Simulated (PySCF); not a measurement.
Isomers of C4H12Si2.

All values: B3LYP/def2-SVPD (PySCF) at PBE0-D3(BJ)/def2-SVP geometries, gas phase, one conformer each. Core orbitals are frozen in the response; Δα² is half the sum of the squared differences of the principal polarisabilities.

Question: Rank by mean static polarisability, highest first.
A. `[CH3:1][C@@H:2]1[CH2:3][CH2:4][SiH2:5][SiH2:6]1` with C1–C2–C3–C4 180°, C2–C3–C4–Si5 53°, C3–C4–Si5–Si6 -26°, C4–Si5–Si6–C2 -1°
B. `[SiH3:1][CH2:2][SiH2:3][CH:4]1[CH2:5][CH2:6]1` with Si1–C2–Si3–C4 -178°, C2–Si3–C4–C5 83°
C. `[CH3:1][CH2:2][SiH:3]1[CH2:4][SiH2:5][CH2:6]1` with C1–C2–Si3–C4 -67°
D. `[CH2:1]=[CH:2][SiH2:3][CH2:4][CH2:5][SiH3:6]` with C1–C2–Si3–C4 -114°, C2–Si3–C4–C5 180°, Si3–C4–C5–Si6 -179°

Answer: D (16.15 Å³), A (15.60 Å³), B (15.28 Å³), C (15.00 Å³).

Question: Rank by polarisability anisotropy Δα, lowest first.
A. `[SiH3:1][CH2:2][SiH2:3][CH:4]1[CH2:5][CH2:6]1` with Si1–C2–Si3–C4 -178°, C2–Si3–C4–C5 83°
B. `[CH3:1][CH2:2][SiH:3]1[CH2:4][SiH2:5][CH2:6]1` with C1–C2–Si3–C4 -67°
C. `[CH3:1][Si@@H:2]1[CH2:3][CH2:4][CH2:5][SiH2:6]1` with C1–Si2–C3–C4 -147°, Si2–C3–C4–C5 52°, C3–C4–C5–Si6 -52°, C4–C5–Si6–Si2 27°
D. `[CH2:1]=[CH:2][SiH2:3][CH2:4][CH2:5][SiH3:6]` with C1–C2–Si3–C4 -114°, C2–Si3–C4–C5 180°, Si3–C4–C5–Si6 -179°
E. `[CH3:1][C@@H:2]1[CH2:3][CH2:4][SiH2:5][SiH2:6]1` with C1–C2–C3–C4 180°, C2–C3–C4–Si5 53°, C3–C4–Si5–Si6 -26°, C4–Si5–Si6–C2 -1°

Answer: C (3.30 Å³), E (4.14 Å³), B (4.51 Å³), A (5.50 Å³), D (7.17 Å³).

Question: Rank by HOMO–LUMO gap, highest first.
A. `[CH3:1][C@@H:2]1[CH2:3][CH2:4][SiH2:5][SiH2:6]1` with C1–C2–C3–C4 180°, C2–C3–C4–Si5 53°, C3–C4–Si5–Si6 -26°, C4–Si5–Si6–C2 -1°
B. `[CH2:1]=[CH:2][SiH2:3][CH2:4][CH2:5][SiH3:6]` with C1–C2–Si3–C4 -114°, C2–Si3–C4–C5 180°, Si3–C4–C5–Si6 -179°
C. `[SiH3:1][CH2:2][SiH2:3][CH:4]1[CH2:5][CH2:6]1` with Si1–C2–Si3–C4 -178°, C2–Si3–C4–C5 83°
D. `[CH3:1][CH2:2][SiH:3]1[CH2:4][SiH2:5][CH2:6]1` with C1–C2–Si3–C4 -67°

Answer: C (7.97 eV), D (7.21 eV), A (7.06 eV), B (6.71 eV).

All values together:

```
                 SMILES  μ (D)  HOMO (eV)  LUMO (eV)  α (Å³)  Δα (Å³)  ΔSCF removal energy (eV)
    C[Si@@H]1CCC[SiH2]1   1.01      -6.99       0.00   15.46     3.30                      8.97
     [SiH3]C[SiH2]C1CC1   1.54      -7.86       0.10   15.28     5.50                      9.73
      CC[SiH]1C[SiH2]C1   0.81      -7.19       0.02   15.00     4.51                      9.08
C[C@@H]1CC[SiH2][SiH2]1   1.06      -7.14      -0.08   15.60     4.14                      9.08
      C=C[SiH2]CC[SiH3]   0.72      -7.42      -0.72   16.15     7.17                      9.23
```

Conformers: `[CH3:1][Si@@H:2]1[CH2:3][CH2:4][CH2:5][SiH2:6]1` with C1–Si2–C3–C4 -147°, Si2–C3–C4–C5 52°, C3–C4–C5–Si6 -52°, C4–C5–Si6–Si2 27°; `[SiH3:1][CH2:2][SiH2:3][CH:4]1[CH2:5][CH2:6]1` with Si1–C2–Si3–C4 -178°, C2–Si3–C4–C5 83°; `[CH3:1][CH2:2][SiH:3]1[CH2:4][SiH2:5][CH2:6]1` with C1–C2–Si3–C4 -67°; `[CH3:1][C@@H:2]1[CH2:3][CH2:4][SiH2:5][SiH2:6]1` with C1–C2–C3–C4 180°, C2–C3–C4–Si5 53°, C3–C4–Si5–Si6 -26°, C4–Si5–Si6–C2 -1°; `[CH2:1]=[CH:2][SiH2:3][CH2:4][CH2:5][SiH3:6]` with C1–C2–Si3–C4 -114°, C2–Si3–C4–C5 180°, Si3–C4–C5–Si6 -179°.

By how much does the ΔSCF value exceed −ε(HOMO) over the species that have both?

By 1.81 to 1.97 eV, 1.90 eV on average, over 5 species.
